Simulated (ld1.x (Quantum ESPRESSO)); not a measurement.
**Configuration tests for Hf (Z = 72) (RRKJ)**

```json
{"Element": "Hf", "Generator": "ld1.x (Quantum ESPRESSO) 7.5", "Type": "norm-conserving RRKJ (Kleinman–Bylander form)", "Functional": "BP86", "Relativity": "scalar-relativistic", "Frozen core": "[Xe] 4f14", "Valence charge": "4", "Reference configuration": "5d2 6s1.75 6p0.25", "Partial waves": "6p (bound): rc 5.48 bohr; 5d (bound): rc 2.30 bohr; 6s (bound): rc 2.30 bohr", "Local potential": "the s channel", "Core correction": "a·sin(br)/r model core, default radius (core density twice the valence density)"}
```

Energies are relative to the spin-unpolarised reference configuration 5d2 6s1.75 6p0.25; without spin polarisation the order of configurations can differ from experiment.

Give the all-electron excitation energy and the error of the potential for: 5d2 6s2 6p0; 5d2 6s1 6p0; 5d2 6s0 6p0; 5d2 6s1.5 6p0; 5d2.5 6s1.5 6p0; 5d3 6s1 6p0; 5d2 6s0 6p1.

```
valence configuration  charge  ΔE all-electron (eV)  error AE − PS (meV)
          5d2 6s2 6p0       0                -0.948                 +0.5
          5d2 6s1 6p0      +1                 7.203                 -5.9
          5d2 6s0 6p0      +2                21.562                  -40
        5d2 6s1.5 6p0    +0.5                 2.385                 -1.8
      5d2.5 6s1.5 6p0       0                 0.313                  -10
          5d3 6s1 6p0       0                 1.660                  -33
          5d2 6s0 6p1      +1                11.929                 +1.9
```

Levels in the configuration 5d2 6s0 6p0:

| level | all-electron (eV) | pseudo (eV) |
| --- | --- | --- |
| 5d | -16.823 | -16.894 |
